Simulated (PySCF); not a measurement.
TiI4, SMILES [I][Ti]([I])([I])[I], multiplicity 1.

Coordinates come from a PBE0-D3(BJ)/def2-SVP optimisation. The spin state was assumed, not searched. The isomer is the one that the SMILES or the coordinates give; other isomers of the formula were not compared. The def2 effective core potentials stand for the cores of I; spin–orbit coupling is left out.

The numbers are results of ωB97X/def2-TZVP in PySCF, not measurements.

```
Property                                                                                                          Result
---------------------------------------------------------------------------------------------  -------------------------
total energy                                                                                         -2040.69670 hartree
point group                                                                                                           Td
highest occupied level                                                                                          -9.76 eV
lowest empty level                                                                                              -1.73 eV
orbital gap                                                                                                      8.02 eV
dipole moment                                                                                                     0.00 D
quadrupole, principal values (traceless, Buckingham form, about the centre of nuclear charge)       0.00, 0.00, 0.00 D·Å
mean static polarisability                                                                        177.4 bohr³ (26.29 Å³)
polarisability, principal values                                                               177.4, 177.4, 177.4 bohr³
```
